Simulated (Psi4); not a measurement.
A run for Psi4: SAPT0/jun-cc-pV(D+d)Z on C2H5FO2 (a complex), monomers drawn apart or pushed together.

```
memory 2025 MB

molecule dimer {
0 1
C     0.21351775   -0.16382201    0.47183912
F     0.64902935   -1.24725251    1.26612368
H    -0.54645090   -0.54101360   -0.21009106
H    -0.19081087    0.59437511    1.13834234
H     1.07625775    0.20849371   -0.07768059
--
0 1
O    -0.48921137    0.91457606    3.33264020
C    -0.15281474    0.08672838    4.13769245
O     0.41201896   -1.08648297    3.85989900
H    -0.27296243    0.19997247    5.22311864
H     0.51312536   -1.17489805    2.88845167
units angstrom
symmetry c1
no_reorient
no_com
}

set {
  basis jun-cc-pV(D+d)Z
  scf_type df
  freeze_core true
}

energy('sapt0')
```

Program output:

```
[...]
==> Input File <==

--------------------------------------------------------------------------
memory 2025 MB

molecule dimer {
0 1
C     0.21351775   -0.16382201    0.47183912
F     0.64902935   -1.24725251    1.26612368
H    -0.54645090   -0.54101360   -0.21009106
H    -0.19081087    0.59437511    1.13834234
H     1.07625775    0.20849371   -0.07768059
--
0 1
O    -0.48921137    0.91457606    3.33264020
C    -0.15281474    0.08672838    4.13769245
O     0.41201896   -1.08648297    3.85989900
H    -0.27296243    0.19997247    5.22311864
H     0.51312536   -1.17489805    2.88845167
units angstrom
symmetry c1
no_reorient
no_com
}

set {
  basis jun-cc-pV(D+d)Z
  scf_type df
  freeze_core true
}

energy('sapt0')
--------------------------------------------------------------------------


   => Loading Basis Set <=

    Name: JUN-CC-PV(D+D)Z
    Role: ORBITAL
    Keyword: BASIS
    atoms 1, 7      entry C          line   188 file jun-cc-pv_dpd_z.gbs
    atoms 2         entry F          line   290 file jun-cc-pv_dpd_z.gbs
    atoms 3-5, 9-10 entry H          line    60 file jun-cc-pv_dpd_z.gbs
    atoms 6, 8      entry O          line   256 file jun-cc-pv_dpd_z.gbs

   => Loading Basis Set <=

    Name: JUN-CC-PV(D+D)Z
    Role: ORBITAL
    Keyword: BASIS
    atoms 1, 7      entry C          line   188 file jun-cc-pv_dpd_z.gbs
    atoms 2         entry F          line   290 file jun-cc-pv_dpd_z.gbs
    atoms 3-5, 9-10 entry H          line    60 file jun-cc-pv_dpd_z.gbs
    atoms 6, 8      entry O          line   256 file jun-cc-pv_dpd_z.gbs


  //>>>>>>>>>>>>>>>>>>>>>>>>>>>>>>>>>>>//
  //              Dimer HF             //
  //<<<<<<<<<<<<<<<<<<<<<<<<<<<<<<<<<<<//

   => Libint2 <=

    Primary   basis highest AM E, G, H:  7, 6, 3
    Auxiliary basis highest AM E, G, H:  7, 7, 4
    Onebody   basis highest AM E, G, H:  -, -, -
    Solid Harmonics ordering:            Gaussian


   => Loading Basis Set <=

    Name: JUN-CC-PV(D+D)Z
    Role: ORBITAL
    Keyword: BASIS
    atoms 1, 7      entry C          line   188 file jun-cc-pv_dpd_z.gbs
    atoms 2         entry F          line   290 file jun-cc-pv_dpd_z.gbs
    atoms 3-5, 9-10 entry H          line    60 file jun-cc-pv_dpd_z.gbs
    atoms 6, 8      entry O          line   256 file jun-cc-pv_dpd_z.gbs


         ---------------------------------------------------------
                                   SCF
               by Justin Turney, Rob Parrish, Andy Simmonett
                          and Daniel G. A. Smith
                              RHF Reference
                        1 Threads,   1931 MiB Core
         ---------------------------------------------------------

  ==> Geometry <==

    Molecular point group: c1
    Full point group: C1

    Geometry (in Angstrom), charge = 0, multiplicity = 1:

       Center              X                  Y                   Z               Mass
    ------------   -----------------  -----------------  -----------------  -----------------
         C            0.213517750000    -0.163822010000     0.471839120000    12.000000000000
         F            0.649029350000    -1.247252510000     1.266123680000    18.998403162730
         H           -0.546450900000    -0.541013600000    -0.210091060000     1.007825032230
         H           -0.190810870000     0.594375110000     1.138342340000     1.007825032230
         H            1.076257750000     0.208493710000    -0.077680590000     1.007825032230
         O           -0.489211370000     0.914576060000     3.332640200000    15.994914619570
         C           -0.152814740000     0.086728380000     4.137692450000    12.000000000000
         O            0.412018960000    -1.086482970000     3.859899000000    15.994914619570
         H           -0.272962430000     0.199972470000     5.223118640000     1.007825032230
         H            0.513125360000    -1.174898050000     2.888451670000     1.007825032230

  Running in c1 symmetry.

  Rotational constants: A =      0.21620  B =      0.02417  C =      0.02185 [cm^-1]
  Rotational constants: A =   6481.64974  B =    724.70816  C =    655.15399 [MHz]
  Nuclear repulsion =  179.568263206845671

  Charge       = 0
  Multiplicity = 1
  Electrons    = 42
  Nalpha       = 21
  Nbeta        = 21

  ==> Algorithm <==

  SCF Algorithm Type is DF.
  DIIS enabled.
  MOM disabled.
  Fractional occupation disabled.
  Guess Type is SAD.
  Energy threshold   = 1.00e-08
  Density threshold  = 1.00e-08
  Integral threshold = 1.00e-12

  ==> Primary Basis <==

  Basis Set: JUN-CC-PV(D+D)Z
    Blend: JUN-CC-PV(D+D)Z
    Number of shells: 55
    Number of basis functions: 115
    Number of Cartesian functions: 120
    Spherical Harmonics?: true
    Max angular momentum: 2

   => Loading Basis Set <=

    Name: (JUN-CC-PV(D+D)Z AUX)
    Role: JKFIT
    Keyword: DF_BASIS_SCF
    atoms 1, 7      entry C          line   146 file jun-cc-pvdz-jkfit.gbs
    atoms 2         entry F          line   314 file jun-cc-pvdz-jkfit.gbs

[...]
07003329
    Total Energy =                       -188.7914308892154622

Computation Completed


Properties will be evaluated at   0.000000,   0.000000,   0.000000 [a0]

Properties computed using the SCF density matrix


 Multipole Moments:

 ------------------------------------------------------------------------------------
     Multipole            Electronic (a.u.)      Nuclear  (a.u.)        Total (a.u.)
 ------------------------------------------------------------------------------------

 L = 1.  Multiply by 2.5417464519 to convert [e a0] to [Debye]
 Dipole X            :          2.7193941           -2.4458060            0.2735881
 Dipole Y            :          2.8373674           -3.4578409           -0.6204734
 Dipole Z            :       -170.7263716          170.9787133            0.2523418
 Magnitude           :                                                    0.7235427

 ------------------------------------------------------------------------------------

  Constructing Basis Sets for SAPT...

   => Loading Basis Set <=

    Name: (JUN-CC-PV(D+D)Z AUX)
    Role: RIFIT
    Keyword: DF_BASIS_SAPT
    atoms 1, 7      entry C          line   100 file jun-cc-pvdz-ri.gbs
    atoms 2         entry F          line   232 file jun-cc-pvdz-ri.gbs
    atoms 3-5, 9-10 entry H          line    30 file jun-cc-pvdz-ri.gbs
    atoms 6, 8      entry O          line   188 file jun-cc-pvdz-ri.gbs

   => Loading Basis Set <=

    Name: (JUN-CC-PV(D+D)Z AUX)
    Role: JKFIT
    Keyword: DF_BASIS_ELST
    atoms 1, 7      entry C          line   146 file jun-cc-pvdz-jkfit.gbs
    atoms 2         entry F          line   314 file jun-cc-pvdz-jkfit.gbs
    atoms 3-5, 9-10 entry H          line    70 file jun-cc-pvdz-jkfit.gbs
    atoms 6, 8      entry O          line   258 file jun-cc-pvdz-jkfit.gbs


  //>>>>>>>>>>>>>>>>>>>>>>>>>>>>>>>>>>>//
  //               SAPT0               //
  //<<<<<<<<<<<<<<<<<<<<<<<<<<<<<<<<<<<//



        SAPT0
    Ed Hohenstein
     6 June 2009

      Orbital Information
  --------------------------
    NSO        =       115
    NMO        =       115
    NRI        =       395
    NRI (Elst) =       510
    NOCC A     =         9
    NOCC B     =        12
    FOCC A     =         2
    FOCC B     =         3
    NVIR A     =       106
    NVIR B     =       103

    Elst10,r            =    -0.025237745627 [Eh]
    Exch10              =     0.029764876403 [Eh]
    Exch10 (S^2)        =     0.029485409608 [Eh]

    Maxiter = 50
    CPHF R converge = 1.000000E-08

    Iter     Energy [mEh]          dE [mEh]         Residual      Time [s]
       1      -5.93529287       5.935292874     1.664206e-02             0
       2      -7.45637807       1.521085197     7.124041e-03             0
       3      -7.68016043       0.223782356     1.713292e-03             0
       4      -7.63262943      -0.047530998     4.077617e-04             0
       5      -7.62969140      -0.002938031     1.025979e-04             0
       6      -7.63148825       0.001796857     2.670908e-05             0
       7      -7.63165959       0.000171332     6.032535e-06             0
       8      -7.63155593      -0.000103659     8.616028e-07             0
       9      -7.63156652       0.000010593     1.777592e-07             0
      10      -7.63156590      -0.000000624     3.899066e-08             0
      11      -7.63156575      -0.000000146     9.172709e-09             0

    CHF Iterations converged

    Maxiter = 50
    CPHF R converge = 1.000000E-08

    Iter     Energy [mEh]          dE [mEh]         Residual      Time [s]
       1      -5.16486883       5.164868826     1.092591e-02             0
       2      -5.97131511       0.806446281     4.766370e-03             0
       3      -6.14009231       0.168777200     1.192748e-03             0
       4      -6.10477188      -0.035320427     4.567715e-04             0
       5      -6.10325393      -0.001517953     2.047655e-04             1
       6      -6.10635557       0.003101639     6.635114e-05             1
       7      -6.10682092       0.000465349     1.650961e-05             1
       8      -6.10651881      -0.000302107     4.275380e-06             1
       9      -6.10650448      -0.000014334     1.173851e-06             1
      10      -6.10652492       0.000020444     2.564923e-07             1
      11      -6.10652173      -0.000003186     4.569801e-08             1
      12      -6.10652180       0.000000071     1.128444e-08             1
      13      -6.10652190       0.000000097     2.358879e-09             1

    CHF Iterations converged

    Ind20,r (A<-B)      =    -0.007631565751 [Eh]
    Ind20,r (B<-A)      =    -0.006106521900 [Eh]
    Ind20,r             =    -0.013738087651 [Eh]
    Exch-Ind20,r (A<-B) =     0.002968102529 [Eh]
    Exch-Ind20,r (B<-A) =     0.005276210156 [Eh]
    Exch-Ind20,r        =     0.008244312685 [Eh]
    Disp20              =    -0.006822292858 [Eh]
    Disp20 (SS)         =    -0.003411146429 [Eh]
    Disp20 (OS)         =    -0.003411146429 [Eh]
    Exch-Disp20         =     0.001416961999 [Eh]
    Exch-Disp20 (SS)    =     0.000775418980 [Eh]
    Exch-Disp20 (OS)    =     0.000641543019 [Eh]

    SAPT Results
  --------------------------------------------------------------------------------------------------------
    Electrostatics                -25.23774563 [mEh]     -15.83692448 [kcal/mol]     -66.26169201 [kJ/mol]
      Elst10,r                    -25.23774563 [mEh]     -15.83692448 [kcal/mol]     -66.26169201 [kJ/mol]

    Exchange                       29.76487640 [mEh]      18.67774193 [kcal/mol]      78.14767223 [kJ/mol]
      Exch10                       29.76487640 [mEh]      18.67774193 [kcal/mol]      78.14767223 [kJ/mol]
      Exch10(S^2)                  29.48540961 [mEh]      18.50237387 [kcal/mol]      77.41393226 [kJ/mol]

    Induction                      -9.75465976 [mEh]      -6.12114141 [kcal/mol]     -25.61085567 [kJ/mol]
      Ind20,r                     -13.73808765 [mEh]      -8.62078015 [kcal/mol]     -36.06934416 [kJ/mol]
      Exch-Ind20,r                  8.24431268 [mEh]       5.17338431 [kcal/mol]      21.64543997 [kJ/mol]
      delta HF,r (2)               -4.26088479 [mEh]      -2.67374558 [kcal/mol]     -11.18695149 [kJ/mol]

    Dispersion                     -5.40533086 [mEh]      -3.39189632 [kcal/mol]     -14.19169421 [kJ/mol]
      Disp20                       -6.82229286 [mEh]      -4.28105340 [kcal/mol]     -17.91192743 [kJ/mol]
      Exch-Disp20                   1.41696200 [mEh]       0.88915708 [kcal/mol]       3.72023322 [kJ/mol]
      Disp20 (SS)                  -3.41114643 [mEh]      -2.14052670 [kcal/mol]      -8.95596372 [kJ/mol]
      Disp20 (OS)                  -3.41114643 [mEh]      -2.14052670 [kcal/mol]      -8.95596372 [kJ/mol]
      Exch-Disp20 (SS)              0.77541898 [mEh]       0.48658276 [kcal/mol]       2.03586225 [kJ/mol]
      Exch-Disp20 (OS)              0.64154302 [mEh]       0.40257432 [kcal/mol]       1.68437097 [kJ/mol]

  Total HF                         -5.22752898 [mEh]      -3.28032396 [kcal/mol]     -13.72487546 [kJ/mol]
  Total SAPT0                     -10.63285984 [mEh]      -6.67222029 [kcal/mol]     -27.91656967 [kJ/mol]

  Special recipe for scaled SAPT0 (see Manual):
    Electrostatics sSAPT0         -25.23774563 [mEh]     -15.83692448 [kcal/mol]     -66.26169201 [kJ/mol]
    Exchange sSAPT0                29.76487640 [mEh]      18.67774193 [kcal/mol]      78.14767223 [kJ/mol]
    Induction sSAPT0               -9.51800864 [mEh]      -5.97264060 [kcal/mol]     -24.98952825 [kJ/mol]
    Dispersion sSAPT0              -5.36465729 [mEh]      -3.36637327 [kcal/mol]     -14.08490577 [kJ/mol]
  Total sSAPT0                    -10.35553515 [mEh]      -6.49819642 [kcal/mol]     -27.18845380 [kJ/mol]
  --------------------------------------------------------------------------------------------------------



*** Psi4 exiting successfully. Buy a developer a beer!
```

The run finished.

Cost: roughly 8 core-seconds.
